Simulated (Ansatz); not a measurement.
Molecule: C₂HCl₂F₃ (charge 0, singlet). 
Geometry from a B3LYP-D3(BJ)/def2-TZVP (Ansatz, a first-principles code) optimisation:
SMILES: FC(C(Cl)Cl)(F)F
```xyz
8

F     -1.4915     1.0410    -0.9202
C     -0.9883    -0.0126    -0.2593
F     -1.4896    -1.1223    -0.8226
F     -1.4050     0.0442     1.0056
C      0.5437    -0.0165    -0.3771
Cl     1.2172    -1.4535     0.4159
Cl     1.2146     1.4872     0.2831
H      0.8028    -0.0639    -1.4299
```

Basis-set convergence of Hartree-Fock and CCSD correlation energies (hartree) with Ansatz. Cores are frozen in the correlated levels unless marked. Spin-orbit coupling is left out. No relativistic terms.

```csv
basis,functions,E(HF),"E(corr, CCSD)"
cc-pV(D+d)Z,121,-1293.66008,-1.13966
cc-pV(T+d)Z,242,[?],[?]
```

**Question.** Fill in the missing entries.

**Answer.** 
- cc-pV(T+d)Z, E(HF): -1293.81683
- cc-pV(T+d)Z, E(corr, CCSD): -1.48228
